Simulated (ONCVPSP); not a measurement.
# What one change does to a pseudopotential (niobium (Nb), ONCV)

| Property | Result |
| --- | --- |
| Element | Nb |
| Generator | ONCVPSP 4.0.1 |
| Type | optimised norm-conserving Vanderbilt (ONCV) |
| Functional | PBE |
| Relativity | scalar-relativistic |
| Frozen core | [Ar] 3d10 |
| Valence charge | 13 |
| Reference configuration | 4s2 4p6 4d4 5s1 |
| Partial waves | 4s+5s: rc 1.85 bohr, ncon 3, nbas 8, qcut 7 1/bohr, 2 projectors; 4p: rc 1.20 bohr, ncon 4, nbas 9, qcut 6.3 1/bohr, 2 projectors, debl 3.3 Ha; 4d: rc 1.85 bohr, ncon 3, nbas 6, qcut 5.3 1/bohr, 2 projectors, debl 0.4 Ha |
| Local potential | polynomial inside 1.15 bohr (lpopt 4, dvloc0 1 Ha) |
| Core correction | Teter function, fcfact 3.25, rcfact 1.45 |

Change: all radii but the core radius scaled by about 0.81 (s 1.50, p 0.96, d 1.50 bohr); local potential polynomial inside 0.92 bohr (lpopt 4, dvloc0 1 Ha).

Cutoffs: the cutoffs (Ha) at which the residual kinetic energy of the hardest occupied pseudo-wave falls to 1 and 0.1 mHa per electron; they do not see the model core or the augmentation charge, which bear on the density cutoff. Errors are all-electron minus pseudo energies relative to the spin-unpolarised reference configuration.

Predict the effect on cutoff, ghosts and configuration errors.

The potential gets harder (65 Ha and 178 Ha → 119 Ha and 291 Ha); the errors of the 3 common tests hardly move; neither file shows a bound ghost. A smaller radius makes the pseudo-wave follow the all-electron one further in, where it bends more sharply, so more plane waves are needed.

```csv
quantity,base,changed
"cutoff, loose",65 Ha,119 Ha
"cutoff, tight",178 Ha,291 Ha
loose cutoff by channel,"s 16 Ha, p 65 Ha, d 14 Ha","s 19 Ha, p 119 Ha, d 19 Ha"
bound ghosts,none,none
GHOST(+) flags under 300 eV,s at 188.7 eV,s at 182.5 eV
tests with a reliable result,3 of 4,3 of 4
"error for 4s2 4p6 4d4 5s0, meV [ΔE 6.64 eV]",-2.0,-2.0
"error for 4s2 4p6 4d3 5s0, meV [ΔE 20.68 eV]",-3.0,-2.9
"error for 4s2 4p6 4d4 5s0.5, meV [ΔE 2.64 eV]",-0.7,-0.7
"rms error of d²Exc/dni dnj with the model core, mHa",1.34,1.02
```
